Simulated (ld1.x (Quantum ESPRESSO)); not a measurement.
## nitrogen: one change to a TM potential, before and after

ld1.x (Quantum ESPRESSO) 7.5 input, shortened:

```
&input
   title='N', zed=7., rel=0, dft='BP', iswitch=3,
   config='[He] 2s2 2p3'
 /
 &inputp
   pseudotype=2, tm=.true., lloc=-1, rcloc=1.25,
   nlcc=.false.
 /
2
2S  1  0   2.00   0.00  0.65  0.65  0.0
2P  2  1   3.00   0.00  1.35  1.35  0.0
 &test
   configts(1)='2s2 2p3'
 /
```

All-electron outer shells of the reference configuration (BP86, non-relativistic, ld1.x):

```
shell  level (eV)  outermost node (bohr)  outermost maximum (bohr)
   2s      -18.66                   0.32                      1.02
   2p       -7.19                      –                      0.97
```

Change: wave 2p (bound): rc 1.35 bohr becomes 2p (bound): rc 1.28 bohr.

Cutoffs: the cutoffs (Ry, on a coarse ladder) from which the occupation-weighted sum of valence levels, in a spherical-Bessel basis at the reference potential, stays within 10 and 1 mRy of its value at 400 Ry; they do not see the model core or the augmentation charge, which bear on the density cutoff. Errors are all-electron minus pseudo energies relative to the spin-unpolarised reference configuration.

Task: How do hardness, ghosts and transferability respond?

Result: Of the 7 tests that both files solve, the error grows in 1 and shrinks in 0 by more than 15 % and 0.3 meV (median size 28.7 → 29.1 meV); neither file shows a bound ghost.

| quantity | base | changed |
| --- | --- | --- |
| cutoff, loose | 180 Ry | 180 Ry |
| cutoff, tight | over 300 Ry | over 300 Ry |
| loose cutoff by channel (10 mRy a level) | s 140 Ry, p 50 Ry | s 140 Ry, p 55 Ry |
| bound ghosts | none | none |
| error for 2s2 2p2, meV [ΔE 13.69 eV] | +9.7 | +8.5 |
| error for 2s2 2p1, meV [ΔE 42.61 eV] | +106 | +95 |
| error for 2s2 2p0, meV [ΔE 89.72 eV] | +541 | +493 |
| error for 2s1 2p0, meV [ΔE 167.57 eV] | +854 | +772 |
| error for 2s1 2p3, meV [ΔE 25.45 eV] | +6.3 | +9.4 |
| error for 2s1 2p4, meV [ΔE 11.48 eV] | +29 | +29 |
| error for 2s2 2p2.5, meV [ΔE 5.14 eV] | +1.3 | +1.1 |
